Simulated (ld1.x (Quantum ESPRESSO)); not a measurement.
## Pseudopotential generation for fluorine (F): PAW, PBEsol, scalar-relativistic.

ld1.x (Quantum ESPRESSO) 7.5 was run on this input:

```
&input
   title='F', zed=9., rel=1, dft='PBESOL', iswitch=3,
   config='[He] 2s2 2p5 3d-2',
   nld=3, rlderiv=1.80, eminld=-4.0, emaxld=5.0, deld=0.02
 /
 &inputp
   pseudotype=3, lpaw=.true., tm=.true., lloc=2,
   nlcc=.false.,
   which_augfun='PSQ', rmatch_augfun_nc=.true.,
   file_pseudopw='F.UPF', file_wfcaegen='ae.wfc', file_wfcncgen='nc.wfc', file_beta='beta', file_chi='chi', file_wfcusgen='us.wfc'
 /
5
2S  1  0   2.00   0.00  0.60  0.80  0.0
2S  1  0   0.00  -1.30  0.60  0.80  0.0
2P  2  1   5.00   0.00  1.20  1.65  0.0
2P  2  1   0.00   0.50  1.20  1.65  0.0
3D  3  2  -2.00   0.45  1.40  1.40  0.0
 &test
   configts(1)='2s2 2p5'
 /
```

Command:

```bash
ld1.x < F.in > F.out
```

Output (shortened: banner, matrices, multipoles, cross overlaps and the repeated all-electron block are left out):

```
Program LD1 v.7.5
     --------------------------- All-electron run ----------------------------

     F
     scalar relativistic calculation

     atomic number is  9.00
     dft =PBESOL   lsd =0 sic =0 latt =0  beta=0.20 tr2=1.0E-14
     Exchange-correlation= PBESOL
                           (   1   4  10   8   0   0   0)
     mesh =1105 r(mesh) =  99.76081 a.u. xmin = -7.00 dx = 0.01250
     1 Ry =  13.60569312 eV, c = 137.03599908

     n l     nl                  e(Ry)          e(Ha)          e(eV)
     1 0     1S 1( 2.00)       -48.5945       -24.2973      -661.1624
     2 0     2S 1( 2.00)        -2.1844        -1.0922       -29.7204
     2 1     2P 1( 5.00)        -0.8123        -0.4061       -11.0517

     final scf error:  4.9E-15 reached in  22 iterations

     Etot =    -198.896219 Ry,     -99.448109 Ha,   -2706.120913 eV

     Ekin =     198.653027 Ry,      99.326514 Ha,    2702.812129 eV
     Encl =    -476.966171 Ry,    -238.483086 Ha,   -6489.455357 eV
     Eh   =      99.223089 Ry,      49.611545 Ha,    1349.998902 eV
     Exc  =     -19.806164 Ry,      -9.903082 Ha,    -269.476588 eV

     normalization and overlap integrals

     s(1S/1S) =  1.000000  <r> =   0.1767  <r2> =    0.0421  r(max) =   0.1139
     s(2S/2S) =  1.000000  <r> =   1.0060  <r2> =    1.2343  r(max) =   0.7617
     s(2P/2P) =  1.000000  <r> =   1.1047  <r2> =    1.6352  r(max) =   0.7066

     ------------------------ End of All-electron run ------------------------

     --------------------- Generating PAW atomic setup --------------------

      Generating local pot.: lloc=2, matching radius rcloc =   1.4000

      Computing core charge for PAW:

       r > 0.28 : true rho core
       r < 0.28 : rho core = a sin(br)/r    a=  19.32  b=   8.93

      Integrated core pseudo-charge :   0.93
      Wfc-us  2S rcutus= 0.801  Estimated cut-off energy=    69.95 Ry
      Wfc-us  2S rcutus= 0.801  Estimated cut-off energy=    71.59 Ry
      Wfc-us  2P rcutus= 1.653  Estimated cut-off energy=    29.35 Ry
      Wfc-us  2P rcutus= 1.653  Estimated cut-off energy=    52.08 Ry

     Required augmentation: PSQ   radius:    1.650000

     Q pseudized with Bessel functions
     Expected ecutrho=     515.8016 due to l1=  0   l2=  1

     Estimated PAW energy =  -58.468200 Ryd

     ------------------- End of pseudopotential generation -------------------

     Computing logarithmic derivative in   1.79328
     Computing logarithmic derivative in   1.79328
     Computing the partial wave expansion
     R is outside the sphere for l=    0 j= 0.00
     R is outside the sphere for l=    0 j= 0.00
     R is outside the sphere for l=    1 j= 0.00
     R is outside the sphere for l=    1 j= 0.00
       no projector for channel:   2

     ---------------------- Testing the pseudopotential ----------------------

     F
     scalar relativistic calculation

     atomic number is  9.00   valence charge is  7.00
     dft = SLA  PW   PSX  PSC   lsd =0 sic =0 latt =0  beta=0.20 tr2=1.0E-14
     mesh =1105 r(mesh) =  99.76081 xmin = -7.00 dx = 0.01250

     n l     nl             e AE (Ry)        e PS (Ry)    De AE-PS (Ry)
     1 0     2S   1( 2.00)       -2.18441       -2.18441        0.00000
     2 1     2P   1( 5.00)       -0.81228       -0.81228        0.00000

     eps = 1.4E-15  iter =  4

     Etot =    -198.896219 Ry,     -99.448109 Ha,   -2706.120913 eV
     Etotps =   -58.468207 Ry,     -29.234103 Ha,    -795.500476 eV

     Ekin =      50.294624 Ry,      25.147312 Ha,     684.293216 eV
     Encl =    -131.371533 Ry,     -65.685767 Ha,   -1787.400768 eV
     Ehrt =      42.414866 Ry,      21.207433 Ha,     577.083644 eV
     Ecxc =     -19.806163 Ry,      -9.903081 Ha,    -269.476569 eV

     ---------------------- End of pseudopotential test ----------------------
```

Generation and configuration tests took about 1.1 s on one core of a shared server CPU.

Transferability test of the new file with ld1.x, input:

```
&input
   title='F', zed=9., rel=1, dft='PBESOL', iswitch=2,
   config='[He] 2s2 2p5 3d-2'
 /
 &test
   file_pseudo='F.UPF', nconf=8,
   configts(1)='2s2 2p5',
   configts(2)='2s2 2p4',
   configts(3)='2s2 2p3',
   configts(4)='2s2 2p2',
   configts(5)='2s2 2p4.5',
   configts(6)='2s2 2p5.3',
   configts(7)='2s1 2p5',
   configts(8)='2s2 2p1'
 /
```

```bash
ld1.x < F.test.in > F.test.out
```

Pseudopotential blocks of its output, shortened (energy terms left out):

```
     ---------------------- Testing the pseudopotential ----------------------

     n l     nl             e AE (Ry)        e PS (Ry)    De AE-PS (Ry)
     1 0     2S   1( 2.00)       -2.18441       -2.18441        0.00000
     2 1     2P   1( 5.00)       -0.81228       -0.81228        0.00000

     eps = 2.7E-15  iter =  4

     Etot =    -198.896219 Ry,     -99.448109 Ha,   -2706.120914 eV
     Etotps =   -58.468207 Ry,     -29.234103 Ha,    -795.500477 eV

     ---------------------- End of pseudopotential test ----------------------

          ---------------------- Testing the pseudopotential ----------------------

     n l     nl             e AE (Ry)        e PS (Ry)    De AE-PS (Ry)
     1 0     2S   1( 2.00)       -3.46782       -3.46932        0.00150
     2 1     2P   1( 4.00)       -2.07413       -2.07576        0.00163

     eps = 4.3E-15  iter = 10

     Etot =    -197.476466 Ry,     -98.738233 Ha,   -2686.804198 eV
     Etotps =   -57.047757 Ry,     -28.523878 Ha,    -776.174269 eV
     dEtot_ae =       1.419752 Ry
     dEtot_ps =       1.420450 Ry,   Delta E=      -0.000698 Ry

     ---------------------- End of pseudopotential test ----------------------

          ---------------------- Testing the pseudopotential ----------------------

     n l     nl             e AE (Ry)        e PS (Ry)    De AE-PS (Ry)
     1 0     2S   1( 2.00)       -4.97983       -4.98570        0.00587  !
     2 1     2P   1( 3.00)       -3.59242       -3.59797        0.00555  !

     eps = 7.5E-16  iter = 11

     Etot =    -194.663071 Ry,     -97.331535 Ha,   -2648.526005 eV
     Etotps =   -54.230754 Ry,     -27.115377 Ha,    -737.846997 eV
     dEtot_ae =       4.233148 Ry
     dEtot_ps =       4.237453 Ry,   Delta E=      -0.004305 Ry

     ---------------------- End of pseudopotential test ----------------------

          ---------------------- Testing the pseudopotential ----------------------

     n l     nl             e AE (Ry)        e PS (Ry)    De AE-PS (Ry)
     1 0     2S   1( 2.00)       -6.68351       -6.69510        0.01159  !
     2 1     2P   1( 2.00)       -5.33500       -5.34310        0.00810  !

     eps = 1.4E-15  iter =  9

     Etot =    -190.217225 Ry,     -95.108612 Ha,   -2588.037187 eV
     Etotps =   -49.777495 Ry,     -24.888747 Ha,    -677.257320 eV
     dEtot_ae =       8.678994 Ry
     dEtot_ps =       8.690712 Ry,   Delta E=      -0.011718 Ry

     ---------------------- End of pseudopotential test ----------------------

          ---------------------- Testing the pseudopotential ----------------------

     n l     nl             e AE (Ry)        e PS (Ry)    De AE-PS (Ry)
     1 0     2S   1( 2.00)       -2.79410       -2.79452        0.00042
     2 1     2P   1( 4.50)       -1.40819       -1.40868        0.00049

     eps = 3.4E-15  iter = 10

     Etot =    -198.344238 Ry,     -99.172119 Ha,   -2698.610838 eV
     Etotps =   -57.916084 Ry,     -28.958042 Ha,    -787.988472 eV
     dEtot_ae =       0.551980 Ry
     dEtot_ps =       0.552122 Ry,   Delta E=      -0.000142 Ry

     ---------------------- End of pseudopotential test ----------------------

          ---------------------- Testing the pseudopotential ----------------------

     n l     nl             e AE (Ry)        e PS (Ry)    De AE-PS (Ry)
     1 0     2S   1( 2.00)       -1.85443       -1.85439       -0.00004
     2 1     2P   1( 5.30)       -0.49277       -0.49271       -0.00006

     eps = 4.5E-15  iter =  9

     Etot =    -199.091187 Ry,     -99.545594 Ha,   -2708.773594 eV
     Etotps =   -58.663181 Ry,     -29.331591 Ha,    -798.153245 eV
     dEtot_ae =      -0.194968 Ry
     dEtot_ps =      -0.194975 Ry,   Delta E=       0.000006 Ry

     ---------------------- End of pseudopotential test ----------------------

          ---------------------- Testing the pseudopotential ----------------------

     n l     nl             e AE (Ry)        e PS (Ry)    De AE-PS (Ry)
     1 0     2S   1( 1.00)       -3.48092       -3.48234        0.00142
     2 1     2P   1( 5.00)       -2.08348       -2.08500        0.00151

     eps = 5.6E-16  iter =  9

     Etot =    -196.080875 Ry,     -98.040438 Ha,   -2667.816217 eV
     Etotps =   -55.652288 Ry,     -27.826144 Ha,    -757.187949 eV
     dEtot_ae =       2.815343 Ry
     dEtot_ps =       2.815919 Ry,   Delta E=      -0.000576 Ry

     ---------------------- End of pseudopotential test ----------------------

          ---------------------- Testing the pseudopotential ----------------------

     n l     nl             e AE (Ry)        e PS (Ry)    De AE-PS (Ry)
     1 0     2S   1( 2.00)       -8.55411       -8.56755        0.01344  !
     2 1     2P   1( 1.00)       -7.27887       -7.27911        0.00024

     eps = 6.7E-15  iter =  7

     Etot =    -183.926283 Ry,     -91.963141 Ha,   -2502.444558 eV
     Etotps =   -43.480790 Ry,     -21.740395 Ha,    -591.586292 eV
     dEtot_ae =      14.969936 Ry
     dEtot_ps =      14.987416 Ry,   Delta E=      -0.017480 Ry

     ---------------------- End of pseudopotential test ----------------------
```
